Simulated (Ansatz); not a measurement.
C3H9NSi can be A, `C=CN[SiH2]C`, or B, `CC(C)[Si]N`.

Program: Ansatz. Geometries: PBE0-D4/def2-TZVP. ΔE: electronic, gas phase. CCSD(T)/CBS is the MP2 limit (def2-TZVPP, def2-QZVPP) plus CCSD(T) − MP2 in def2-TZVPP, frozen cores. DFT in def2-TZVPP. B3LYP here is the variant with VWN-RPA as its local correlation; programs differ in this. One conformer a species, not always the lowest.

Question: Which is lower in electronic energy at CCSD(T)/CBS, and by how much? (Estimate.)

Answer: Computed: A, by 6.5 kcal/mol.

Question: Give E(B) − E(A) in kcal/mol with B2PLYP, MP2/def2-TZVPP, CCSD(T)/def2-TZVPP, HF/def2-TZVPP, PBE-D4, B3LYP-D4, ωB97M-V. (Estimate.)

Answer: Ansatz gave: B2PLYP 9.2, MP2/def2-TZVPP 6.9, CCSD(T)/def2-TZVPP 6.2, HF/def2-TZVPP 15.0, PBE-D4 6.0, B3LYP-D4 8.7, ωB97M-V 5.6. None reverses the order clearly.

Largest T1 diagnostic: 0.012.

In def2-TZVPP, CCSD(T) changes the Hartree–Fock value by −8.7 kcal/mol (the triples alone add −0.4 kcal/mol) and MP2 by −8.1 kcal/mol. The D4 term adds −1.6 kcal/mol with B3LYP and −0.8 kcal/mol with PBE0; it sums over pairs of atoms, weighted by their polarisabilities, and B3LYP, whose exchange is more repulsive, gets the larger term.
